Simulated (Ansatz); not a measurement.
A run for Ansatz (a program for electronic structure): R-CCSD(T)/aug-cc-pVTZ on C2H6 (a complex), monomers drawn apart or pushed together.

Ansatz 0.2 input:
```yaml
crystal:
  periodic: [false, false, false]
  atoms:
    - {symbol: C, position_ang: [0.40942645, 0.55153586, -0.32883006]}
    - {symbol: C, position_ang: [-0.13505697, -0.61369184, -0.01149816]}
    - {symbol: H, position_ang: [1.48203390, 0.70262540, -0.31143485]}
    - {symbol: H, position_ang: [-0.19496967, 1.40264911, -0.61852531]}
    - {symbol: H, position_ang: [-1.20767617, -0.76484229, -0.02834837]}
    - {symbol: H, position_ang: [0.46917994, -1.46471260, 0.27883128]}
    - {symbol: H, position_ang: [-0.53436394, 0.15495541, 4.14937766]}
    - {symbol: H, position_ang: [-0.67096488, 0.11821039, 4.88062348]}
basis:
  gaussian:
    orbitals: aug-cc-pVTZ
magnetization: {spin_polarized: false}
correlation: {method: ccsd_t, electrons: outside_noble_gas}
scf: {lower_state_search: off}
```

The head of its log:

```
WARN ansatz: RAYON_NUM_THREADS=1 ignored (pool sized by the plan → 1); use --threads N
Functional definition: HF
these checks for a lower state are left out or cut short: stability, starts, cluster_reference, orbital_swaps, neighbouring_geometries, increment
integrals: 1.23 GiB planned
1270 factors; integrals over basis functions are off by at most 1.5e-3 eV
mean field: 0.58 GiB planned
mean field evaluation 1: about -2153.1282 eV, gradient 2.7e1 eV
mean field evaluation 2: about -2153.1294 eV, gradient 2.7e1 eV
mean field evaluation 4: about -2155.0708 eV, gradient 2.1e0 eV
mean field evaluation 8: about -2155.0868 eV, gradient 8.3e-5 eV
mean field -2155.08683400 eV, -79.1979803793 hartree, gradient 2.0e-6 eV, S^2 0.000000; 0 other end points of the search recorded, 0 dependent functions left out
2 core orbitals not correlated
reference -2155.08683400 eV, -79.1979803793 hartree; 7, 7 occupied and 221, 221 virtual orbitals, 1270 factors
```

Problem. What total energy does the run end on?

Solution. -79.6165 hartree (reference determinant -79.1980, T1 diagnostic 0.010).
